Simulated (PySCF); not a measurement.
TlF3 at several levels of theory

Computed with PySCF 2.14.0 (density fitting, no spin-orbit coupling) at the geometry relaxed with TPSS:

```xyz
4
TlF3 (singlet)
Tl    0.2376    0.0000    0.0000
F    -0.5865    0.0000    1.8581
F    -0.5865    0.0000   -1.8581
F     2.2847    0.0000    0.0000
```

```
level                                 basis    state  HOMO (eV)  gap (eV)  charge on Tl1 (e)  dipole about the centre of mass (D)  largest force component (eV/Å)
 TPSS    Tl def2-SVP with ECP60, F def2-SVP  singlet      -8.61      3.22               1.01                                 0.92                            0.08
 TPSS  Tl def2-TZVP with ECP60, F def2-TZVP  singlet      -9.03      3.36               1.18                                 0.95                            0.35
 TPSS           Tl x2c-SVPall, F x2c-SVPall  singlet      -8.56      3.20               1.06                                 0.91                            0.38
```

Charges are Mulliken's, which hang on the basis. The relaxation used the grid (50, 194), these runs (75, 302) or, all-electron (x2c bases, spin-free X2C Hamiltonian), (99, 590).

Task: Order these levels, in the first row's basis, by the HOMO–LUMO gap they give here, smallest first.
A. PBE
B. M06-L
C. PBE0
D. wB97X

Result: A (2.98 eV), B (3.62 eV), C (5.82 eV), D (10.43 eV).

Task: And their other results?

Result: 
| level | state | HOMO (eV) | gap (eV) | charge on Tl1 (e) | dipole about the centre of mass (D) | largest force component (eV/Å) |
| --- | --- | --- | --- | --- | --- | --- |
| PBE0 | singlet | -10.54 | 5.82 | 1.14 | 1.01 | 0.51 |
| PBE | singlet | -8.46 | 2.98 | 0.95 | 0.89 | 0.15 |
| wB97X | singlet | -12.94 | 10.43 | 1.15 | 1.05 | 0.67 |
| M06-L | singlet | -8.93 | 3.62 | 1.19 | 0.99 | 0.15 |

In the first row's basis the gap widens with exact exchange: 3.0 to 3.6 eV for PBE, TPSS, M06-L (none); 5.8 eV for PBE0 (a fixed share); 10.4 eV for wB97X (rising or full at long range).

No frequency check is given that shows the relaxed geometry to be a minimum.
